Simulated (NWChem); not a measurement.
**Electron attachment to Ge (+1)**

```xyz
1

Ge     0.0000     0.0000     0.0000
```
Charge +1, spin multiplicity 2.

All runs are NWChem calculations.

Basis set: def2-TZVPD. The species with one electron more has spin multiplicity 3. Δ marks differences of total energies (open shells unrestricted). −ε marks an orbital energy of the parent. That orbital need not have the symmetry of the hole or added electron in the Δ rows.

The Hamiltonian is non-relativistic. The correlated methods keep 9 core orbitals frozen. B3LYP has NWChem's definition, with VWN1-RPA local correlation. The stability of the SCF solutions was not checked.

Task: For the vertical electron affinity, −ε(alpha LUMO) of BLYP gives 11.40 eV and ΔB2PLYP gives 7.81 eV. What do ΔPBE0, ΔB3LYP, −ε(alpha LUMO) of B3LYP give?

Result: ΔPBE0: 7.94 eV; ΔB3LYP: 7.88 eV; −ε(alpha LUMO) of B3LYP: 10.75 eV.
